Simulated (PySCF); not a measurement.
A structure optimised at r2SCAN-D4/def2-SVP, used in a PySCF frequency run:

```
In
H 1 1.7474
C 1 2.1759 2 119.17
H 3 1.0997 1 112.14 2 179.01
H 3 1.1019 4 108.84 1 121.79
H 3 1.1020 4 108.77 5 116.62
C 1 2.1886 2 119.50 3 -179.94
H 7 1.1056 1 106.50 2 -124.18
H 7 1.1056 8 105.07 1 112.72
C 7 1.5266 8 111.17 9 120.35
H 10 1.1025 7 111.97 8 -178.55
H 10 1.1025 11 106.59 7 122.76
H 10 1.1052 11 106.92 12 114.08
```
Charge 0, spin multiplicity 1.

Task: Write its SMILES and formula.

Result: C[CH2][InH][CH3], C₃H₉In

Task: What are its rotational constants (standard atomic weights)?

Result: 12.084, 1.9522, 1.7351 GHz
